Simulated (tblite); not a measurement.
Parent: `[SiH3:1][CH:2]1[CH:3]=[CH:4]1`, C3H6Si.

Computed geometry: GFN2-xTB, gas phase. One conformer each, not checked by frequencies here.

| coordinate of the parent | value |
| --- | --- |
| Si1–C2 | 1.886 Å |
| C2–C3 | 1.514 Å |
| C3=C4 | 1.293 Å |
| C2–C4 | 1.514 Å |
| Si1–C2–C3 | 121.9° |
| Si1–C2–C4 | 122.0° |
| C3–C2–C4 | 50.6° |
| C2–C3–C4 | 64.7° |
| C2–C4–C3 | 64.7° |

Task: How does the shared frame change in `[CH2:1]=[C:2]([CH3:3])[SiH2:4][CH:5]1[CH:6]=[CH:7]1` with C1–C2–Si4–C5 -8°, C2–Si4–C5–C6 98°, C6H10Si? Atoms pair as Si1 = Si4, C2 = C5, C3 = C6, C4 = C7 (parent first).

Result: 
```tsv
parent	relative	value in the relative	change
Si1–C2	Si4–C5	1.885 Å	-0.001
C2–C3	C5–C6	1.513 Å	-0.001
C3=C4	C6=C7	1.293 Å	0.000
C2–C4	C5–C7	1.512 Å	-0.002
Si1–C2–C3	Si4–C5–C6	121.9°	0.0
Si1–C2–C4	Si4–C5–C7	121.2°	-0.8
C3–C2–C4	C6–C5–C7	50.6°	0.0
C2–C3–C4	C5–C6–C7	64.7°	0.0
C2–C4–C3	C5–C7–C6	64.7°	0.0
```

No shared bond changes by more than 0.004 Å. Bonds of the relative outside the shared frame: C1=C2 1.326, C2–C3 1.499, C2–Si4 1.891 Å. Point group Cs → C1.
